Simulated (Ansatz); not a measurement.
The Ga atom.

Charge 0, multiplicity 2.

(1) List the PBE0/def2-TZVPP orbital energies in eV (Ansatz). (Estimate.)

## Answers

(1) The calculation gave: α occupied: -10147.23, -1253.04, -1109.17, -1109.17, -1109.12, -151.25, -104.11, -104.11, -103.92, -23.23, -23.23, -23.06, -23.06, -22.99, -9.90, -3.75. α empty: -1.85, -1.85, 4.77, 4.90, 4.90, 5.14, 5.25, 5.25. β occupied: -10147.21, -1253.04, -1109.17, -1109.17, -1109.08, -151.22, -104.11, -104.11, -103.82, -23.23, -23.23, -22.98, -22.98, -22.90, -9.07. β empty: -1.54, -1.54, -0.81, 5.36, 5.41, 5.41, 5.79, 5.79. ⟨S²⟩ = 0.754.
